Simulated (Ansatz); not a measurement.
Harmonic frequencies (cm⁻¹) at PBE0-D4/def2-TZVP from Ansatz: 32, 92, 100, 138, 161, 467, 496, 631, 714, 786, 908, 1160, 1233, 1247, 1418, 1542, 1564, 3007, 3056, 3555, 3646.

Each molecule was computed in one conformer, which needn't be the lowest.

Problem. Which molecule is it?
A. `ClB1CC1`
B. `[NH2][SnH]([OH])[SH]`
C. `CC1=C(I)C1`
D. `[NH2][Zn][O]CF`

Solution. D.
